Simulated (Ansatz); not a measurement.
A nudged elastic band was laid between two geometries of AlH7N2S (11 atoms, charge 0, multiplicity 1).

Theory: RKS LDA/def2-SVP in Ansatz.

| Quantity | Value |
| --- | --- |
| movable images | 9 |
| climbing image | yes |
| spring | 5.0 eV/Å² |
| optimiser | quadratic models (default) |
| start path | through a guess of the saddle point |
| force threshold | 0.03 eV/Å |
| iteration limit | 60 |
| end points | relaxed |

Initial state:

```xyz
11
Properties=species:S:1:pos:R:3
Al -0.344 0.268 0.518
H -0.248 -1.046 1.439
N 1.463 0.434 -0.388
H 2.189 -0.294 -0.317
H 1.023 0.434 -1.335
N -1.204 0.216 -1.091
H -1.647 -0.655 -1.405
H -1.836 0.986 -1.342
S -0.507 2.290 1.452
H 1.864 1.365 -0.193
H 0.076 1.873 2.613
```

Final state:

```xyz
11
Properties=species:S:1:pos:R:3
Al 0.012 0.797 -0.327
H -0.144 -0.295 1.903
N 1.530 -0.028 -0.709
H 1.620 -1.021 -0.938
H 2.426 0.450 -0.834
N -1.558 0.154 -0.818
H -1.702 -0.524 -1.569
H -2.456 0.477 -0.450
S 0.053 2.803 0.568
H 1.265 2.569 1.152
H -0.218 0.490 1.970
```

(1) Which bonds break or form, and what moves?

(2) Give the energies along the band, and the barrier.

(3) What is the geometry of the highest image?

Answers

(1) Bonds broken: Al1–H2, N3–H10, S9–H11. Bonds formed: H2–H11, S9–H10. AlH7N2S becomes AlH5N2S + H2.

(2) The run converged. The highest image is number 6 of 0 to 10, 138.6 kJ/mol above the first end and 66.3 kJ/mol above the last; the last end lies 72.4 kJ/mol above the first. The profile has 2 maxima (images 6, 8) with wells between them (image 7): this band takes more than one step, which may be the mechanism or a detour left from its start path. A structure lower than the first end lies on the path between it and the top, so the climb from that side starts below the end, which may itself be a saddle point or a shallow side well. A structure lower than the last end lies on the path between it and the top, so the climb from that side starts below the end, which may itself be a saddle point or a shallow side well. A vibrational analysis at the climbing image gives one clearly imaginary mode, 354i cm⁻¹: a first-order saddle point. The orbitals stay closed-shell, which can raise the energy where a bond breaks towards radicals; this wasn't checked here.

```tsv
image	path coordinate (Å)	energy (kJ/mol)	Al1–H2 (Å)	N3–H10 (Å)	S9–H11 (Å)
0	0.00	0.0	1.61	1.03	1.36
1	0.66	-0.6	1.61	1.04	1.36
2	1.31	4.9	1.61	1.06	1.36
3	1.97	88.3	1.61	1.45	1.37
4	2.62	121.3	1.62	2.20	1.37
5	3.28	133.2	1.63	2.83	1.38
6	3.93	138.6	1.69	3.20	1.52
7	5.10	73.7	2.23	3.27	2.54
8	6.26	77.3	2.17	3.16	3.10
9	7.41	71.8	2.26	3.17	3.48
10	8.57	72.4	2.49	3.21	2.72
```

(3) 
```xyz
11
Properties=species:S:1:pos:R:3:forces:R:3
Al -0.030 0.226 -0.020 0.00 0.00 0.00
H 0.021 -0.372 1.560 0.00 0.00 0.00
N 1.585 -0.044 -0.703 0.00 0.00 0.00
H 2.338 -0.551 -0.232 0.00 0.00 0.00
H 1.851 0.202 -1.660 0.00 0.00 0.00
N -1.541 0.252 -0.955 0.00 0.00 0.00
H -1.932 -0.561 -1.438 0.00 0.00 0.00
H -2.230 1.006 -0.900 0.00 0.00 0.00
S -0.247 2.336 1.254 0.00 0.00 0.00
H 1.113 2.457 1.243 0.00 0.00 0.00
H -0.100 0.921 1.800 0.00 0.00 0.00
```

Time of the run: 7 min on 2 threads of Arm Neoverse V1 (shared host), peak memory 0.12 GiB.
